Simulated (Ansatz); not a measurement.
Ansatz (a program for electronic structure) input:
A basis named .json is the Basis Set Exchange file of that set.

Ansatz 0.2 input:
```yaml
crystal:
  periodic: [false, false, false]
  atoms:
    - {symbol: In, position_ang: [0.00159931, 0.17590734, -0.07020517]}
    - {symbol: F, position_ang: [-1.01139460, -1.50660082, 0.36526912]}
    - {symbol: F, position_ang: [0.01735285, 1.90863551, -0.76174243]}
    - {symbol: F, position_ang: [0.98533441, -1.35975244, 0.77870148]}
basis:
  gaussian:
    orbitals: def2-QZVPPD.json
    fitting: {mean_field: def2-universal-jkfit, correlation: def2-QZVPPD-RIFIT.json}
total_charge: 1
magnetization: {spin_polarized: true, initial_magnetization: 1}
correlation: {method: mp2, electrons: outside_noble_gas}
```

Predict the final energy.

-488.16223 Eh (RI-MP2/def2-QZVPPD). The basis has 286 functions.
